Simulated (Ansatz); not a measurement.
carbon tetrabromide (CBr$_{4}$), singlet, at a GFN2-xTB geometry; HF/6-311G** in Ansatz (an electronic-structure program).

The Ansatz input:
Ansatz 0.2 input:
```yaml
crystal:
  periodic: [false, false, false]
  atoms:
    - {symbol: Br, position_ang: [1.88985705, -0.40657397, -0.16942869]}
    - {symbol: C, position_ang: [-0.00000000, 0.00000000, 0.00000000]}
    - {symbol: Br, position_ang: [-0.29724605, 1.87434458, -0.40502511]}
    - {symbol: Br, position_ang: [-0.58108731, -0.36980271, 1.81415315]}
    - {symbol: Br, position_ang: [-1.01152370, -1.09796790, -1.23969935]}
basis:
  gaussian:
    orbitals: 6-311G__.json
    fitting: {mean_field: def2-universal-JKFIT}
hamiltonian:
  xc: hf
```
The basis file holds 6-311G** in the JSON format of the Basis Set Exchange.

Q: Write the output that Ansatz gives for this input, abridged.

A: 
```
Functional definition: HF
1139 factors; integrals over basis functions are off by at most 1.1e0 eV
mean field evaluation 1: about -281016.0069 eV, gradient 3.7e1 eV
mean field evaluation 2: about -281016.1193 eV, gradient 4.3e1 eV
mean field evaluation 4: about -281020.0749 eV, gradient 9.3e-1 eV
mean field evaluation 8: about -281020.0826 eV, gradient 3.1e-5 eV
mean field -281020.08256314 eV, -10327.2975519422 hartree, gradient 3.1e-5 eV, S^2 0.000000; 0 other end points of the search recorded, 0 dependent functions left out
reference -281020.08256314 eV, -10327.2975519422 hartree; 73, 73 occupied and 121, 121 virtual orbitals, 1139 factors
Total energy: -281020.08256314 eV, -10327.2975519422 hartree
```
